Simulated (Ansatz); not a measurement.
## Nudged elastic band run: F3Si

input.yaml

```yaml
crystal:
  periodic: [false, false, false]
  atoms:
    - { symbol: F, position_ang: [0.793034, -0.512212, 1.163179] }
    - { symbol: Si, position_ang: [-0.286213, 0.215581, 0.237101] }
    - { symbol: F, position_ang: [-1.004203, -0.901432, -0.651053] }
    - { symbol: F, position_ang: [0.497382, 1.198063, -0.749227] }
magnetization:
  spin_polarized: true
  initial_magnetization: 1
basis:
  gaussian: { orbitals: "6-31G*" }
hamiltonian:
  xc: r2scan
  dispersion: d4
neb:
  order_check: false
  images: 4
  f_tol: 0.05
  max_iterations: 60
  climbing: false
  final_atoms:
    - { symbol: F, position_ang: [0.60233034, -0.36841533, 1.32125547] }
    - { symbol: Si, position_ang: [0.28595077, -0.21584861, -0.237174] }
    - { symbol: F, position_ang: [-1.19498709, -0.75757433, -0.49290886] }
    - { symbol: F, position_ang: [0.30670598, 1.34183827, -0.5911726] }
  initial_path:
    images:
      - { positions_ang: [[0.793034, -0.512212, 1.163179], [-0.286213, 0.215581, 0.237101], [-1.004203, -0.901432, -0.651053], [0.497382, 1.198063, -0.749227]] }
      - { positions_ang: [[0.82449117, -0.42849704, 1.2423174], [-0.1902861, 0.07607851, 0.17173724], [-1.0984503, -0.8453319, -0.69827343], [0.46424524, 1.19775043, -0.71578121]] }
      - { positions_ang: [[0.85594834, -0.34478208, 1.32145579], [-0.0943592, -0.06342398, 0.10637348], [-1.19269761, -0.78923181, -0.74549386], [0.43110847, 1.19743786, -0.68233541]] }
      - { positions_ang: [[0.8178076, -0.31602275, 1.35307109], [0.02007355, -0.1497099, 0.01151848], [-1.23085443, -0.76046027, -0.71386503], [0.39297327, 1.22619292, -0.65072454]] }
      - { positions_ang: [[0.71006897, -0.34221904, 1.33716328], [0.15301216, -0.18277926, -0.11282776], [-1.21292076, -0.7590173, -0.60338695], [0.34983963, 1.28401559, -0.62094857]] }
      - { positions_ang: [[0.60233034, -0.36841533, 1.32125547], [0.28595077, -0.21584861, -0.237174], [-1.19498709, -0.75757433, -0.49290886], [0.30670598, 1.34183827, -0.5911726]] }
```

Command:

```bash
$ ansatz run input.yaml --threads 1 --pin off --max-ram 2048MiB --backend cpu --events-out ev --progress --plain --runs-dir out
```

Output, in part (warnings, iteration lines, the closing report on the highest movable image, with atoms numbered from 0):

```
NEB end point (image 0): max|allowed force component| = 3.174e-3 eV/Å (the criterion of neb.relax_end_points is 1.000e-2)
NEB end point (image 5): max|allowed force component| = 2.891e-3 eV/Å (the criterion of neb.relax_end_points is 1.000e-2)
NEB iter   1: max|band force component| = 1.914e0 eV/Å  barrier→ = 1.3854 eV  barrier← = 1.3854 eV  Δτ_max = 0.0344 Å  (163 SCF iters)
NEB iter   2: max|band force component| = 9.758e-1 eV/Å  barrier→ = 1.2241 eV  barrier← = 1.2241 eV  Δτ_max = 0.0257 Å  (127 SCF iters)
NEB iter   3: max|band force component| = 1.961e-1 eV/Å  barrier→ = 1.1798 eV  barrier← = 1.1798 eV  Δτ_max = 0.0063 Å  (126 SCF iters)
NEB iter   4: max|band force component| = 5.894e-2 eV/Å  barrier→ = 1.1749 eV  barrier← = 1.1749 eV  Δτ_max = 0.0019 Å  (131 SCF iters)
NEB iter   5: max|band force component| = 4.635e-2 eV/Å  barrier→ = 1.1745 eV  barrier← = 1.1745 eV  Δτ_max = 0.0000 Å  (216 SCF iters)
Total energy: -16025.78005040 eV, -588.9365541882 hartree
Atom 0 at     0.831579    -0.316837     1.390002 Å, force    -0.903459     0.668054     0.719889 eV/Å
Atom 1 at     0.039282    -0.162493    -0.004286 Å, force     2.383117    -1.811306    -1.969596 eV/Å
Atom 2 at    -1.265805    -0.771058    -0.726772 Å, force    -0.872620     0.676256     0.750663 eV/Å
Atom 3 at     0.394944     1.250389    -0.658944 Å, force    -0.607038     0.466996     0.499044 eV/Å
Dipole moment:    -0.135502     0.045468     0.124180 e Å
```

The forces met the threshold. No image climbed, so the highest image needn't sit at the top of the path.

Final band (atoms are numbered from 1 in the order of the input):

| image | path coordinate (Å) | energy (eV) | height of Si2 over the plane of its neighbours (Å) |
| --- | --- | --- | --- |
| 0 | 0.00 | 0.00 | -0.57 |
| 1 | 0.26 | 0.27 | -0.42 |
| 2 | 0.52 | 1.17 | -0.15 |
| 3 | 0.78 | 1.17 | 0.15 |
| 4 | 1.04 | 0.27 | 0.42 |
| 5 | 1.31 | 0.00 | 0.57 |

Run time: 49 s on 1 thread of AMD EPYC 9R45 96-Core Processor (Zen 5), on a shared host, peak memory 0.17 GiB.
